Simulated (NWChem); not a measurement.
Species: SiN2H5Cl; SMILES N[SiH](N)Cl

```xyz
9

Si     0.0221    -0.4008     0.3768
N     -1.4874    -0.9579    -0.2102
N      1.2426    -1.3682    -0.3281
Cl     0.0276     1.6273    -0.1316
H      0.2905    -0.4182     1.8414
H     -2.2905    -0.3419    -0.2355
H     -1.7484    -1.9326    -0.1175
H      1.2611    -1.5168    -1.3312
H      2.1724    -1.3942     0.0741
```
Atoms are numbered in this order, from 1.

Program: NWChem. Pople sets run with spherical d functions. The geometry was optimised at PBE0/def2-SVP. Vzz is the largest principal value of the second derivative of the potential at the nucleus (NWChem prints the opposite sign); η is the asymmetry. Non-relativistic.

```
level           Vzz N2 (a.u.)  η N2  Vzz N3 (a.u.)  η N3  Vzz Cl4 (a.u.)  η Cl4  relative time
--------------  -------------  ----  -------------  ----  --------------  -----  -------------
B3LYP/def2-SVP         -0.946  0.30         -0.890  0.36           1.826   0.09              1
B3LYP/cc-pVTZ          -0.903  0.30         -0.854  0.36           1.802   0.08              6
PBE/6-31G*             -0.864  0.27         -0.797  0.34           1.822   0.09              1
PBE/cc-pVTZ            -0.868  0.28         -0.815  0.35           1.773   0.08              7
```

The last column is a rough cost ratio, cheapest run = 1.
